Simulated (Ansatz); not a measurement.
Cost and result for the atomization energy of `CC[N]([GeH3])C(C)C` (22 atoms, 21 bonds).

```xyz
22

C    -1.1458   -2.0899    0.8218
C    -1.2425   -0.5745    0.7822
N     0.0160    0.0737    0.4339
Ge    0.9815    0.7096    1.8651
C     0.0219    0.7455   -0.8581
C    -0.1477   -0.2550   -1.9955
C     1.2950    1.5438   -1.0695
H    -0.8287   -2.4861   -0.1447
H    -2.1091   -2.5379    1.0833
H    -0.4116   -2.4061    1.5668
H    -2.0102   -0.2692    0.0612
H    -1.6110   -0.2200    1.7546
H     0.5757    2.1481    2.2783
H     0.6516   -0.2503    3.0199
H     2.4888    0.6857    1.5725
H    -0.8253    1.4542   -0.9085
H    -1.0671   -0.8343   -1.8949
H    -0.1877    0.2630   -2.9573
H     0.6938   -0.9529   -2.0083
H     1.4183    2.3311   -0.3203
H     2.1724    0.8927   -1.0353
H     1.2717    2.0289   -2.0472
```

Charge 0, multiplicity 1. Correlated methods include outer-core shells of Ge, which these sets cover unevenly. Scalar relativity is left out up to krypton. All single points use the PBE0-D4/def2-TZVP geometry. It is one conformer, not always the lowest. Program: Ansatz. All runs use 4 threads of an AMD EPYC 7R13 on a shared host and a share of an NVIDIA H100 80 GB. Times are those of one run each, without the atoms' runs, and a repeat can differ threefold. Electronic energies, without spin–orbit coupling; frozen cores. CCSD(T)/CBS adds CCSD(T) − MP2 in def2-TZVPP to the MP2 limit, and its time is that of the two runs behind it. T1 = 0.011. With those shells the extrapolation isn't a true limit.

CCSD(T)/CBS is a level of theory with its own doubt, some kJ/mol a heavy atom from the limit and from the frozen cores, so smaller differences don't rank the functionals.

```
                          level  functions  wall time
               CCSD(T)/def2-SVP        191      2.6 s
        CAM-B3LYP-D4/def2-TZVPP        444      2.8 s
PBE-D4/def2-TZVPP (with forces)        444      2.9 s
         LDA (SPW92)/def2-TZVPP        444        3 s
            PBE-QIDH/def2-TZVPP        444      3.1 s
           revPBE-D4/def2-TZVPP        444      3.1 s
              B97M-V/def2-TZVPP        444      3.1 s
             BLYP-D4/def2-TZVPP        444      3.2 s
             PBE0-D4/def2-TZVPP        444      3.6 s
          r2SCANh-D4/def2-TZVPP        444      5.5 s
                 MP2/def2-QZVPP        881      5.5 s
             CCSD(T)/def2-TZVPP        444       23 s
              CCSD(T)/CBS(def2)          –       28 s
```

Task: What atomization energy does each give, and how far from CCSD(T)/CBS? (An estimate is asked.)

Result: The calculation gave: 
| level | atomization (kJ/mol) | difference from CCSD(T)/CBS | per bond |
| --- | --- | --- | --- |
| CCSD(T)/def2-SVP | 7772.6 | -346.9 | -16.5 |
| CAM-B3LYP-D4/def2-TZVPP | 8154.3 | 34.8 | 1.7 |
| PBE-D4/def2-TZVPP (with forces) | 8225.9 | 106.4 | 5.1 |
| LDA (SPW92)/def2-TZVPP | 9210.1 | 1090.6 | 51.9 |
| PBE-QIDH/def2-TZVPP | 8083.0 | -36.5 | -1.7 |
| revPBE-D4/def2-TZVPP | 8062.8 | -56.7 | -2.7 |
| B97M-V/def2-TZVPP | 8135.7 | 16.2 | 0.8 |
| BLYP-D4/def2-TZVPP | 8066.5 | -53.0 | -2.5 |
| PBE0-D4/def2-TZVPP | 8138.0 | 18.5 | 0.9 |
| r2SCANh-D4/def2-TZVPP | 8082.0 | -37.5 | -1.8 |
| MP2/def2-QZVPP | 8092.9 | -26.6 | -1.3 |
| CCSD(T)/def2-TZVPP | 7948.4 | -171.1 | -8.1 |
| CCSD(T)/CBS(def2) | 8119.5 | 0.0 | 0.0 |

At CCSD(T), def2-SVP lies −346.9 kJ/mol from the extrapolated value and def2-TZVPP −171.1 kJ/mol: correlation converges slowly with the basis, and small sets miss more of it in the bonded molecule than in its fragments. The D4 term adds +85.5 kJ/mol with B3LYP and +46.2 kJ/mol with PBE0; it sums over pairs of atoms, weighted by their polarisabilities, and B3LYP, whose exchange is more repulsive, gets the larger term. Leaving LDA and LC-ωPBE aside and taking each functional with its dispersion term where it has one, the values, not all of them listed here, spread over 282.6 kJ/mol, from BHLYP-D4 to PBE-D4. LDA lies +1038.3 kJ/mol from PBE without D4, its usual overbinding.

B3LYP here is the variant with VWN-RPA as its local correlation; programs differ in this.

For some Ge, Se and Sn compounds the MP2-based and the directly extrapolated limit differ by 10 to 25 kJ/mol.
